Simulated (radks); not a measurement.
Ionisation of the zinc ion Zn3+, [Ar] 3d9, to [Ar] 3d8 as the strength of local exchange is varied. All-electron calculation, scalar-relativistic Kohn-Sham, Slater X-alpha exchange (alpha = 2/3 is LDA exchange), no correlation, spin-polarised, spherical densities, finite nucleus; open shells are filled with parallel spins first; Fermi nuclear charge, rms radius 3.9283 fm. Program: a radial shooting solver on a logarithmic mesh with Libxc functionals.

| alpha | E(Zn3+) (hartree) | exchange (hartree) | IE (eV) | -e of the level emptied (eV) | <r> of it (bohr) |
|---|---|---|---|---|---|
| 0.567 | -1778.53782 | -55.02723 | 56.347 | 45.918 (3d) | 0.8425 |
| 0.667 | -1788.27755 | -65.08937 | 59.245 | 48.624 (3d) | 0.8267 |
| 0.726 | -1794.04910 | -71.07584 | 61.002 | 50.271 (3d) | 0.8178 |
| 0.941 | -1815.23832 | -93.20218 | 67.694 | 56.585 (3d) | 0.7876 |
| 1.008 | -1821.89177 | -100.19680 | 69.872 | 58.652 (3d) | 0.7788 |
| 1.023 | -1823.38462 | -101.76921 | 70.366 | 59.122 (3d) | 0.7768 |

NIST Atomic Spectra Database: 59.57 eV (measured). The Delta-SCF value meets it near alpha = 0.68. Open shells are spherical and high-spin; term and fine-structure splittings are not resolved.
